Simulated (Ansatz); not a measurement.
Reaction (ligand exchange at a Ge–O bond): `OC(O)[O][GeH3]` + `OCBCl` → `ClBC[O][GeH3]` + `OC(O)O`

Gas-phase electronic energies from Ansatz, PBE0-D4/def2-TZVP geometries. CCSD(T)/CBS adds triple-zeta CCSD(T) − MP2 to the extrapolated MP2 energy (def2 sets, frozen cores). DFT in def2-TZVPP. B3LYP here is the variant with VWN-RPA as its local correlation; programs differ in this. For Ge outer-core shells are correlated without core-valence functions, which leaves a few kJ/mol of doubt a bond. Scalar relativity is left out up to krypton. One conformer a species, not always the lowest.

Problem. Is it downhill or uphill in electronic energy at CCSD(T)/CBS, and by how much? (Estimate.)

Solution. Computed: Uphill: ΔE = +13.3 kJ/mol.

Problem. What do these levels give: r2SCAN-D4, PBE0-D4, B3LYP-D4, PBE0, B3LYP, CCSD(T)/def2-TZVPP? (An estimate is asked.)

Solution. The calculation gave: r2SCAN-D4 15.4, PBE0-D4 14.5, B3LYP-D4 13.6, PBE0 14.3, B3LYP 12.9, CCSD(T)/def2-TZVPP 12.6 kJ/mol.

Largest T1 diagnostic among the species: 0.012.

In def2-TZVPP, CCSD(T) changes the Hartree–Fock value by +3.2 kJ/mol (the triples alone add +0.7 kJ/mol) and MP2 by +3.5 kJ/mol.
